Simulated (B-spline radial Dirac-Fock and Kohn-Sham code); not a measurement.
# Elastic and transport cross sections of ytterbium for positrons

Level of theory: relativistic (Dirac) partial waves in the static field of the Dirac-Fock atom, without polarisation or absorption potentials; a B-spline atomic structure program. Below a few hundred eV the neglected polarisation potential matters, most of all at small angles. σ_tr1 and σ_tr2 weight the cross section with 1 − P₁ and 1 − P₂ of cos θ; "backward" is the share scattered beyond 90°.

```
energy (eV)  σ (a₀²)  σ_tr1 (a₀²)  σ_tr2 (a₀²)  σ/σ_tr1  backward (%)
        103     26.2         4.42         7.61     5.92           4.8
        170     21.1         3.11         5.39     6.76           4.1
        372     14.8         1.75         3.11     8.47           3.1
        439     13.7         1.54         2.75     8.92           3.0
        455     13.5         1.50         2.68     9.02           2.9
       1310     8.15        0.628         1.17     13.0           1.9
       3290     5.09        0.264        0.523     19.2           1.1
       5960     3.70        0.139        0.288     26.7          0.67
      14400     2.25       0.0473        0.105     47.6          0.31
      18600     1.93       0.0337       0.0760     57.3          0.24
      20900     1.80       0.0288       0.0655     62.5          0.21
      22600        ?            ?            ?        ?             ?
      39400     1.22       0.0118       0.0280      103          0.11
      41300     1.18       0.0110       0.0262      108          0.10
      47000     1.09      0.00910       0.0218      120         0.088
      51400     1.03      0.00797       0.0192      130         0.079
```

**Question.** Fill in the row for 22.6 keV.

**Answer.** σ = 1.72 a₀², σ_tr1 = 0.0259 a₀², σ_tr2 = 0.0592 a₀², σ/σ_tr1 = 66.3, backward 0.20 %. The ratio σ/σ_tr1 is roughly the number of elastic collisions that randomise the direction.

Values without a named source are computed, but for edge energies of neutral atoms, which are taken from tables.
